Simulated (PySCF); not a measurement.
Ti(O)2 cation (O2Ti), SMILES [O]=[Ti]=[O] (connectivity only; charge and spin as stated), charge +1, multiplicity 2.

Coordinates come from a B3LYP-D3(BJ)/def2-TZVP optimisation. A frequency run showed that this geometry is not a minimum. The spin state was assumed, not searched. The isomer is the one that the SMILES or the coordinates give; other isomers of the formula were not compared.

Calculation: r2SCAN/def2-TZVPD (PySCF).

Computed frontier levels, dipole moment and polarisability:
```json
{
 "α spin, highest occupied and lowest empty level": "-15.49 and -10.06 eV",
 "β spin, highest occupied and lowest empty level": "-15.08 and -12.57 eV",
 "dipole_moment_about_the_centre_of_nuclear_charge": "6.07 D",
 "mean_static_polarisability": "26.5 bohr³ (3.93 Å³)",
 "polarisability_principal_values": "14.9, 22.2, 42.6 bohr³",
 "⟨S²⟩": "0.801 (pure state 0.75)"
}
```
